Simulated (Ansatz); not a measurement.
A nudged elastic band was laid between two geometries of BrGeH3 + CH4 (10 atoms, charge 0, multiplicity 1).

Computed with RKS PBE0/def2-SVP in Ansatz 0.2.0.

```
movable images  : 6
climbing image  : no
spring          : 5.0 eV/Å²
optimiser       : quadratic models (default)
start path      : through a guess of the saddle point
force threshold : 0.05 eV/Å
iteration limit : 60
end points      : relaxed
```

Image 0:

```xyz
10
Properties=species:S:1:pos:R:3
Ge -0.508 -2.239 -0.029
Br 1.781 -1.906 0.083
H -0.820 -2.784 -1.430
H -0.878 -3.250 1.064
H -1.175 -0.878 0.209
H 0.909 1.285 0.083
C 0.320 2.210 0.021
H -0.448 2.213 0.806
H -0.163 2.274 -0.964
H 0.983 3.075 0.158
```

Image 7:

```xyz
10
Properties=species:S:1:pos:R:3
Ge -0.928 -0.587 -0.141
Br 3.243 -0.918 0.317
H -0.604 -1.271 -1.481
H -0.191 -1.365 0.978
H -2.439 -0.701 0.131
H 1.967 -1.346 0.787
C -0.347 1.274 -0.146
H -0.613 1.762 0.803
H -0.831 1.821 -0.968
H 0.743 1.331 -0.279
```

(1) What changes between the two ends?

(2) What energy profile does the band end with?

(3) What is the geometry of the highest image?

The band took 11 iterations and about 5 core-minutes.

Answers

(1) Bonds broken: Ge1–Br2, H6–C7. Bonds formed: Ge1–C7, Br2–H6. BrGeH3 + CH4 becomes BrH + CH6Ge.

(2) The forces met the threshold. The highest image is number 4 of 0 to 7, 2.50 eV above the first end and 1.53 eV above the last; the last end lies 0.97 eV above the first. Neighbouring images differ by up to 1.3 eV, so the band resolves the path poorly. No image climbed, so the highest image needn't sit at the top of the path. The orbitals stay closed-shell, which can raise the energy where a bond breaks towards radicals; this wasn't checked here.

| image | path coordinate (Å) | energy (eV) | Ge1–Br2 (Å) | H6–C7 (Å) | Ge1–C7 (Å) |
| --- | --- | --- | --- | --- | --- |
| 0 | 0.00 | 0.00 | 2.32 | 1.10 | 4.53 |
| 1 | 1.00 | 0.03 | 2.32 | 1.10 | 3.93 |
| 2 | 1.99 | 0.40 | 2.34 | 1.09 | 3.32 |
| 3 | 2.99 | 1.67 | 2.52 | 1.11 | 2.73 |
| 4 | 3.99 | 2.50 | 2.94 | 1.55 | 2.17 |
| 5 | 4.99 | 1.23 | 3.55 | 2.21 | 1.98 |
| 6 | 5.98 | 1.02 | 4.12 | 2.94 | 1.96 |
| 7 | 6.98 | 0.97 | 4.21 | 3.62 | 1.95 |

(3) 
```xyz
10
Properties=species:S:1:pos:R:3:forces:R:3
Ge -0.621 -0.927 -0.036 -0.34 0.54 -0.01
Br 2.310 -1.050 0.104 0.59 0.23 0.01
H -0.402 -1.679 -1.366 0.08 0.35 0.11
H -0.464 -1.896 1.161 0.14 0.46 -0.07
H -2.026 -0.329 0.008 -0.61 -0.16 -0.05
H 1.191 0.100 0.071 0.78 -0.60 0.03
C 0.038 1.137 0.019 -0.30 -0.26 -0.02
H -0.534 1.457 0.900 -0.14 0.06 -0.01
H -0.468 1.443 -0.907 -0.15 0.08 0.01
H 0.977 1.743 0.045 -0.07 -0.70 0.00
```

Time of the run: 2.7 min on 2 threads of Intel(R) Xeon(R) Platinum 8488C (Sapphire Rapids) (shared host), peak memory 0.31 GiB.
